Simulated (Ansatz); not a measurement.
`[F][Ge]([F])([F])[O][SiH3]` → 3 F• + Ge• + 3 H• + O• + Si•  (atomization)

Computed with Ansatz on PBE0-D4/def2-TZVP structures; ΔE is electronic, products minus reactants. CBS: MP2 limit from def2 TZ/QZ plus the TZ coupled-cluster correction, frozen cores. This one scheme is used for every species, atoms too. For atomizations the MP2-based limit and the directly extrapolated one differ by several kJ/mol either way, and by 10 to 25 for some Ge, Se and Sn compounds, so smaller differences from it don't rank the levels. Functionals use def2-TZVPP. No spin–orbit coupling; open shells (•) take unrestricted orbitals. Spin–orbit coupling would lower the free atoms: a little for F, O, Si; clearly for Ge. For Ge outer-core shells are correlated without core-valence functions, so the limit isn't a true one: a few kJ/mol of doubt a bond, and 10 to 20 or more in all where bonds break to atoms. Scalar relativity is left out up to krypton. One conformer a species, not always the lowest.

CCSD(T)/CBS gives +34.08 eV.

(1) Another level gave +33.76 eV. Which?
A. BHLYP-D4/def2-TZVPP
B. r2SCANh/def2-TZVPP
C. BHLYP/def2-TZVPP
D. PBE/def2-TZVPP

Largest T1 diagnostic among the species: 0.012.

Results:

(1) D. PBE 33.76, BHLYP-D4 32.19, BHLYP 31.92, r2SCANh 33.42 eV.

Leaving LDA and LC-ωPBE aside and taking each functional with its dispersion term where it has one, the values, not all of them listed here, spread over 1.84 eV, from BHLYP-D4 to ωB97X-V. LDA lies +5.17 eV from PBE without D4, its usual overbinding. At CCSD(T), def2-SVP lies −2.74 eV from the extrapolated value and def2-TZVPP −0.88 eV: correlation converges slowly with the basis, and small sets miss more of it in the bonded molecule than in its fragments. From r2SCAN to r2SCAN0 (25 % exact exchange), in def2-TZVPP and without D4, ΔE moves by −0.96 eV: exact exchange takes away binding that semilocal exchange gives to molecules.
